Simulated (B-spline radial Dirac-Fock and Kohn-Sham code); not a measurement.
**Binding energies of Mo²⁶⁺ at several levels of theory**

System: the Mo²⁶⁺ ion in the configuration 1s2 2s2 2p6 3s2 3p4.

The density-functional columns are spherical, spin-unpolarised Dirac-Kohn-Sham results without Breit or QED terms: −ε is minus the orbital energy of the initial state and ΔSCF the difference of two total energies. The reference in the last column comes from Dirac-Fock (average of configuration) total-energy differences with a finite nucleus, the Breit interaction including its frequency dependence, and self-energy and vacuum-polarisation corrections. All numbers are from an atomic code on a B-spline grid, in eV; a selection of levels is shown. The Kohn-Sham columns are given as differences from the reference. For the 1s level of heavy atoms much of the gap between ΔSCF and the reference is the Breit and QED part, -54.9 eV here; for other levels the error of the functional can be larger.

```
     level  LDA −ε − DF  LDA ΔSCF − DF  Dirac-Fock
    K (1s)       -254.3          +48.4     21265.0
   L1 (2s)       -106.4          -34.5      4091.6
L2 (2p1/2)        -80.9           +3.8      3855.2
   M1 (3s)        -35.2           -5.2      1491.5
 M2,3 (3p)        -27.7           +3.2      1393.0
```

Values without a named source are computed, but for edge energies of neutral atoms, which are taken from tables.
